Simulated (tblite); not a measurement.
C7H10OSi.
Atom-mapped SMILES: `[CH2:1]=[CH:2][C@H:3]([CH3:4])[C:5]1=[CH:6][SiH2:7][C:8]1=[O:9]` (hydrogens: H10, H11 on C1; H12 on C2; H13 on C3; H14, H15, H16 on C4; H17 on C6; H18, H19 on Si7)

A start from a force field or distance geometry was refined with GFN2-xTB geometry optimisation, gas phase (tblite). Values at the start:

```csv
coordinate,start
C1=C2,1.326 Å
C1–H10,1.098 Å
C1–H11,1.097 Å
C2–C3,1.490 Å
C2–H12,1.107 Å
C3–C4,1.518 Å
C3–C5,1.498 Å
C3–H13,1.084 Å
C4–H14,1.105 Å
C5=C6,1.325 Å
C5–C8,1.450 Å
C6–Si7,1.830 Å
Si7–C8,1.806 Å
Si7–H18,1.469 Å
Si7–H19,1.461 Å
C8=O9,1.258 Å
C1–C2–C3,121.5°
C2–C3–C5,106.6°
C3–C5–C6,132.1°
C3–C5–C8,130.7°
C5–C6–Si7,98.2°
C5–C8–Si7,94.7°
C6–C5–C8,97.2°
Si7–C8–O9,133.9°
C2–C3–C5–C6,-121°
C6–Si7–C8–O9,179°
```

Task: How do these coordinates change at the GFN2-xTB level?

Result: 
```tsv
coordinate	GFN2-xTB (Å or °)	change
Si7–C8	1.946	+0.140
C6–Si7	1.895	+0.065
C8=O9	1.206	-0.052
C5–C8	1.487	+0.037
C5=C6	1.351	+0.026
C2–H12	1.081	-0.026
C1–H11	1.077	-0.020
C1–H10	1.079	-0.019
C3–C4	1.535	+0.017
C4–H14	1.088	-0.017
C2–C3	1.504	+0.014
C3–H13	1.097	+0.013
Si7–H18	1.460	-0.009
C1=C2	1.319	-0.007
C3–C5	1.493	-0.005
Si7–H19	1.459	-0.002
Si7–C8–O9	138.7	+4.8
C6–C5–C8	101.9	+4.7
C5–C8–Si7	90.7	-4.0
C3–C5–C8	127.1	-3.6
C1–C2–C3	124.1	+2.6
C2–C3–C5	108.7	+2.1
C3–C5–C6	131.0	-1.1
C5–C6–Si7	97.3	-0.9
C2–C3–C5–C6	-120	+1
C6–Si7–C8–O9	-179	+2
```

The energy falls by 13.6 kcal/mol over 53 L-BFGS steps, the largest force on an atom goes from 6.31 to 0.010 eV/Å, and the atoms move by 0.109 Å rms after alignment. The bond that changes most is Si7–C8 (SiH2 silicon to carbonyl carbon), which lengthens by 0.140 Å. Bonds longer at the end by more than 0.005 Å: 7 of 19; shorter: 9. Among the dihedrals that turn most is C5–C3–C4–H14, from 167° to 179°. Rotational constants go from 2392, 896.2, 855.1 to 2333, 878.3, 833.1 MHz.

On one thread of an Arm Neoverse N1, no GPU, shared host with 64 logical CPUs at a one-minute load of 61, this took 0.72 s.

Its GFN2-xTB frequencies are all real (lowest 35 cm⁻¹). One conformer, not necessarily the lowest. 3 starts were optimised and ended at 0.00, 0.59 and 1.14 kcal/mol (GFN2-xTB); the lowest of these is shown.

All values are computed, not measured.
